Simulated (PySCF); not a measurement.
Species: C₅H₁₂Si.
SMILES with atom numbers: `[CH3:1][CH2:2][C@@H:3]1[CH2:4][CH2:5][SiH2:6]1` (hydrogens: H7, H8, H9 on C1; H10, H11 on C2; H12 on C3; H13, H14 on C4; H15, H16 on C5; H17, H18 on Si6)

Cartesian coordinates in Å at the PBE0-D3(BJ)/def2-SVP level; atoms count from 1:
```xyz
18
C5H12Si angstrom
C      2.406    0.060    0.100
C      1.332   -0.855   -0.474
C      0.022   -0.144   -0.767
C     -0.748    0.487    0.429
C     -2.213    0.382   -0.069
Si    -1.610   -1.031   -1.179
H      2.080    0.516    1.048
H      3.340   -0.488    0.301
H      2.643    0.881   -0.596
H      1.705   -1.325   -1.401
H      1.143   -1.687    0.228
H      0.180    0.639   -1.533
H     -0.423    1.504    0.709
H     -0.611   -0.150    1.321
H     -2.981    0.224    0.700
H     -2.495    1.262   -0.669
H     -2.092   -1.154   -2.592
H     -1.709   -2.375   -0.523
```

All values: PBE0/pcSseg-1 (PySCF, non-relativistic), on one gas-phase PBE0-D3(BJ)/def2-SVP geometry that isn't relaxed in the solvent. The solvent is an IEF-PCM continuum (cavity from Bondi-type radii × 1.2). Specific hydrogen bonds and non-electrostatic terms are outside this model.

```json
{"run": "gas", "E − E(gas) (kcal/mol)": "0.00", "HOMO (eV)": "-7.63", "HOMO–LUMO gap (eV)": "8.18", "dipole (D)": "0.42"}
{"run": "P", "E − E(gas) (kcal/mol)": "-0.71", "HOMO (eV)": "-7.51", "HOMO–LUMO gap (eV)": "8.15", "dipole (D)": "0.57"}
{"run": "Q", "E − E(gas) (kcal/mol)": "-0.51", "HOMO (eV)": "-7.53", "HOMO–LUMO gap (eV)": "8.16", "dipole (D)": "0.53"}
```

Task: The runs were made in chloroform and dimethylsulfoxide. Which run belongs to which solvent?

Result: P = dimethylsulfoxide, Q = chloroform. The dielectric constants are 4.711 (chloroform), 46.83 (dimethylsulfoxide), and the energy falls further as ε rises. In this model the ground state sees the solvent through ε alone.

Task: How constant is the ratio of the lowering to (ε − 1)/(2ε + 1)?

Result: 
| solvent | (ε − 1)/(2ε + 1) | E − E(gas) (kcal/mol) | ratio (kcal/mol) | polarisation term (kcal/mol) |
| --- | --- | --- | --- | --- |
| chloroform | 0.356 | -0.51 | -1.4 | -0.53 |
| dimethylsulfoxide | 0.484 | -0.71 | -1.5 | -0.75 |

The ratio changes by +2.8 % in size from chloroform to dimethylsulfoxide. The polarisation term is half the interaction of the solute with the induced surface charges.
